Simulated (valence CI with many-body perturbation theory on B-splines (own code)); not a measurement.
**Ladder of approximations for As¹⁰⁺**

Computed by relativistic CI+MBPT: five valence electrons over a frozen Dirac-Fock core [Ar], radial functions for each j: 7 s, 7 p, 8 d, 6 f, 4 g, 1 h, with the one-electron correlation potential Σ1, the two-electron term Σ2, the three-electron term Σ3, Breit, model QED; selected CI, second order for the rest, scaled by the run's own slope (own B-spline code, finite nucleus).

No measured levels were compared; by estimate terms of the open shell hold to 2 to 4 % of their energy, and close levels can change places. Only levels of the ground parity were solved; by the run's estimate the other parity begins above the list, which can be wrong where configurations are misplaced.

Each rung adds one term. CI alone is the Dirac-Coulomb CI over the frozen core; QED comes last and gives the full result, which names the levels. Energies are above 3d5 6S_5/2 on the same rung, in cm⁻¹.

Names give the largest LS component (configuration and term), which can be under half, so a name can repeat, a term be missing and a line seem to break the LS rules; names also repeat where a configuration has a term twice. Letters in brackets count levels of one name in rising energy.

```
         Level  CI alone    Σ1     Σ2     Σ3  Breit   QED    Full
    3d5 4G_5/2     64343  +267  -2040   -754   +154  -2.6   61968
   3d5 4G_11/2     65199  +295  -2005   -813   -547  +2.7   62131
    3d5 4G_7/2     64912  +301  -1977   -731    -78  +1.5   62429
    3d5 4G_9/2     65256  +320  -1933   -721   -322  +3.9   62604
    3d5 4P_5/2     70331  +226  -1996  -1222   +347   -13   67672
    3d5 4P_3/2     71370  +272  -1848  -1263   +289  -7.5   68812
    3d5 4P_1/2     72628  +308  -1499  -1402   +160  -0.6   70196
    3d5 4D_7/2     79044  +362  -3472   -337   -111  +1.9   75488
    3d5 4D_1/2     80469  +416  -3120   -552    +13   +11   77235
    3d5 4D_5/2     81174  +449  -2707   -639   -237   +15   78054
    3d5 4D_3/2     81195  +462  -2708   -701   -149   +16   78114
   3d5 2I_11/2     93349  +397  -2140  -1589   -334  -0.5   89682
   3d5 2I_13/2     94574  +460  -2026  -1569   -834  +7.1   90612
3d5 2D_5/2 [a]     98736  +383  -2556  -1801   +277  -6.4   95033
3d5 2D_3/2 [a]    101738  +436  -2780  -1654   +133  -0.9   97872
3d5 2F_7/2 [a]    104978  +456  -2857  -1794    -32  -2.7  100748
    3d5 4F_9/2    105713  +462  -3042   -595   -157  -2.4  102379
    3d5 4F_5/2    106801  +529  -2672   -852   +8.0  +6.7  103821
    3d5 4F_7/2    107619  +587  -2047  -1100   -251   +16  104825
    3d5 4F_3/2    109224  +626  -2576   -961   -133   +19  106199
    3d5 2H_9/2    112103  +520  -2345  -1471   -205  +2.6  108604
3d5 2F_5/2 [a]    113036  +761  -1968  -1426   -526   +40  109916
   3d5 2H_11/2    115583  +632  -1447  -1981   -708   +20  112098
3d5 2G_7/2 [a]    117404  +604  -4179   -982   -343   +11  112514
3d5 2G_9/2 [a]    120026  +705  -3114  -1174   -614   +26  115855
3d5 2F_5/2 [b]    125309  +635  -5004  -1093    -83  +9.5  119774
3d5 2F_7/2 [b]    125584  +646  -5034   -176   -339   +15  120696
    3d5 2S_1/2    137242  +643  -6639   -316    +27  +8.5  130966
3d5 2D_3/2 [b]    151253  +734  -4984   -904    +93  +9.1  146201
3d5 2D_5/2 [b]    152112  +782  -4889   -714   -181   +16  147126
3d5 2G_9/2 [b]    167778  +825  -5300   -326   -316   +11  162672
```

The middle columns are the shifts that each term adds.

Task: How does the ionisation energy move along the ladder, and which term matters most?

Result: CI alone 286.52, + Σ1 288.55, + Σ2 294.93, + Σ3 294.94, + Breit 294.97, + QED 294.98 eV. The largest step is Σ2, 6.39 eV. NIST lists 296 ± 2.4 eV (theoretical).
